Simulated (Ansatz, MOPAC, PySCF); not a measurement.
Ligands exchanged one at a time, B F-SiH3. All species are isolated molecules in the gas phase. Strings in code marks are SMILES.

Quantity: vertical ionisation energy (energy after one electron is removed minus that of the parent at the parent's geometry), in eV.

Level 1: frozen-core CCSD(T)/cc-pVTZ // B3LYP-D3(BJ)/def2-TZVP (Ansatz, a first-principles code)
Level 2: B3LYP-D3(BJ)/def2-TZVP (PySCF)
Level 3: minus the HOMO energy of PM7 // B3LYP-D3(BJ)/def2-TZVP (MOPAC)
Level 4: minus the HOMO energy of SVWN5/6-31G* // B3LYP-D3(BJ)/def2-TZVP (PySCF)

```tsv
species	level 2	level 3	level 4
`FB([SiH3])[SiH3]`	9.48	9.96	6.17
`FB(F)[SiH3]`	11.54	10.85	7.54
`[SiH3]B([SiH3])[SiH3]`	9.72	10.40	6.77
```

### Question
What does level 1 give for each, and how far do the other levels lie from it on average?

### Answer

- `FB([SiH3])[SiH3]`: 9.62
- `FB(F)[SiH3]`: 11.71
- `[SiH3]B([SiH3])[SiH3]`: 9.97
Mean absolute difference from level 1, which has limits of its own, over these rows (drawn at random from the members that have all these levels): level 2 0.187 eV, level 3 0.54 eV, level 4 3.61 eV.
